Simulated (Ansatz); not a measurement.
Computed with Ansatz on PBE0-D4/def2-TZVP structures; ΔE is electronic, products minus reactants. CBS: MP2 limit from def2 TZ/QZ plus the TZ coupled-cluster correction, frozen cores. This one scheme is used for every species. DFT in def2-TZVPP. def2 core potentials past Kr. For In outer-core shells are correlated without core-valence functions, which leaves a few kJ/mol of doubt a bond. Each species was taken in one conformer, which may not be the lowest.

Consider the formal hydrolysis of the In–N bond: `C[N](C)[In]([OH])[O][SiH3]` + H₂O → `[OH][In]([OH])[O][SiH3]` + `CNC`.

```json
{"level": "r2SCAN0-D4", "ΔE (kJ/mol)": "-17.7"}
{"level": "PBE0", "ΔE (kJ/mol)": "-22.7"}
```

(1) What does CCSD(T)/CBS give? (An estimate is asked.)

Largest T1 diagnostic among the species: 0.016.

Results:

(1) Ansatz gave: -10.0 kJ/mol. The listed levels differ from it by -7.7, -12.7 kJ/mol.

From BLYP to BHLYP (50 % exact exchange), in def2-TZVPP and without D4, ΔE moves by +6.5 kJ/mol. At CCSD(T), def2-SVP lies −4.0 kJ/mol from the extrapolated value and def2-TZVPP −1.7 kJ/mol.
